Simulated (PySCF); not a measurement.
A structure optimised at PBE-D3(BJ)/def2-SVP, used in a PySCF frequency run:

```
O
C 1 1.4016
H 2 1.1134 1 110.50
H 2 1.1134 3 107.24 1 -120.50
H 2 1.1154 3 107.53 4 -115.39
Al 1 1.7076 2 138.88 3 120.73
H 6 1.5845 1 117.58 2 180.00
S 6 2.2035 7 123.35 1 180.00
H 8 1.3635 6 91.86 7 0.00
```
Charge 0, spin multiplicity 1.

Task: Write its SMILES, formula and point group.

Result: C[O][AlH][SH], CH₅AlOS, Cs

Task: What are its rotational constants (standard atomic weights)?

Result: 9.0082, 2.2892, 1.8470 GHz
